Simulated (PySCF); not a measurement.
tetrachloroaluminate (AlCl4), SMILES [Cl][Al-]([Cl])([Cl])[Cl], charge -1. Geometry optimised at B3LYP-D3(BJ)/def2-SVPD.

Level of theory: B3LYP-D3(BJ)/def2-SVPD run with PySCF.

Harmonic wavenumbers (cm⁻¹): 108, 108, 168, 168, 168, 329, 485, 485, 485. Rotational constants (GHz): 1.124, 1.124, 1.124; symmetry number 12.

Question: Work out the zero-point energy and the ideal-gas rigid-rotor harmonic-oscillator thermochemistry at 298.15 K and 1 atm.

Answer: ZPE = ½ Σ hcν = ½ × 2506 cm⁻¹ = 3.58 kcal/mol. H − E(el) = 8.69 kcal/mol. Entropy in cal/(mol K): translation 41.28, rotation 24.87, vibration 17.32, total 83.47. G − E(el) = -16.19 kcal/mol. Cp = 22.94 cal/(mol K). Modes under 150 cm⁻¹ make the vibrational entropy uncertain.
